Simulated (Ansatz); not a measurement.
`C[B-](C)(C)[NH3+]`. The species carries charge 0 and has multiplicity 1. The geometry is a stationary point of PBE0-D4/def2-TZVP. It is one conformer, not always the lowest.

```xyz
17

C    -1.004   -0.196    1.288
B    -0.064    0.080    0.003
C     0.900    1.368    0.162
C    -0.851    0.022   -1.408
N     0.980   -1.225   -0.043
H    -0.449   -0.242    2.235
H    -1.730    0.616    1.403
H    -1.593   -1.120    1.210
H     1.598    1.499   -0.677
H     1.497    1.357    1.084
H     0.300    2.283    0.201
H    -0.193    0.124   -2.281
H    -1.568    0.847   -1.471
H    -1.435   -0.899   -1.546
H     1.528   -1.275    0.811
H     0.463   -2.093   -0.142
H     1.620   -1.143   -0.828
```

Problem. What is the dipole moment at B3LYP/def2-TZVPP? (Estimate.)

Solution. Ansatz gave: 4.57 D, with components (2.85, -3.56, -0.13) D in this frame, pointing from negative to positive charge.

Problem. And with PBE, r2SCAN, ωB97M-V? (Estimate.)

Solution. The calculation gave: PBE 4.48 D, r2SCAN 4.56 D, ωB97M-V 4.60 D.

Problem. Give the Mulliken charges with B3LYP, ωB97M-V, PBE in def2-TZVPP. (Best estimate.)

Solution. Ansatz gave: 
| atom | B3LYP | ωB97M-V | PBE |
| --- | --- | --- | --- |
| C1 | -0.40 | -0.44 | -0.41 |
| B2 | 0.31 | 0.17 | 0.22 |
| C3 | -0.40 | -0.44 | -0.41 |
| C4 | -0.40 | -0.44 | -0.41 |
| N5 | -0.13 | -0.07 | -0.13 |
| H6 | 0.05 | 0.08 | 0.06 |
| H7 | 0.08 | 0.10 | 0.08 |
| H8 | 0.05 | 0.08 | 0.06 |
| H9 | 0.05 | 0.08 | 0.06 |
| H10 | 0.05 | 0.08 | 0.06 |
| H11 | 0.08 | 0.10 | 0.08 |
| H12 | 0.05 | 0.08 | 0.06 |
| H13 | 0.08 | 0.10 | 0.08 |
| H14 | 0.05 | 0.08 | 0.06 |
| H15 | 0.16 | 0.15 | 0.17 |
| H16 | 0.16 | 0.15 | 0.17 |
| H17 | 0.16 | 0.15 | 0.17 |

B3LYP here is the variant with VWN-RPA as its local correlation; programs differ in this.
